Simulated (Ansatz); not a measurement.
Two isomers of C2H9NSSi: A = `CN[SiH](C)S`, B = `CNCS[SiH3]`.

Isolated molecules relaxed with PBE0-D4/def2-TZVP in Ansatz; ΔE leaves out vibrations. CCSD(T)/CBS adds triple-zeta CCSD(T) − MP2 to the extrapolated MP2 energy (def2 sets, frozen cores). Functionals use def2-TZVPP. B3LYP here is the variant with VWN-RPA as its local correlation; programs differ in this. One conformer a species, not always the lowest.

(1) Which isomer does CCSD(T)/CBS put lower? Give the gap. (An estimate is asked.)

(2) Give E(B) − E(A) in kJ/mol with r2SCAN-D4, ωB97M-V, HF/def2-TZVPP, B2PLYP, CCSD(T)/def2-TZVPP, CCSD/def2-TZVPP, B3LYP-D4. (An estimate is asked.)

Largest T1 diagnostic: 0.011.

Results:

(1) The calculation gave: A, by 170.0 kJ/mol.

(2) The calculation gave: r2SCAN-D4 165.7, ωB97M-V 172.1, HF/def2-TZVPP 170.6, B2PLYP 166.8, CCSD(T)/def2-TZVPP 167.9, CCSD/def2-TZVPP 171.2, B3LYP-D4 164.1. None reverses the order clearly.

From PBE to PBE0 (25 % exact exchange), in def2-TZVPP and without D4, E(B) − E(A) moves by +8.7 kJ/mol.
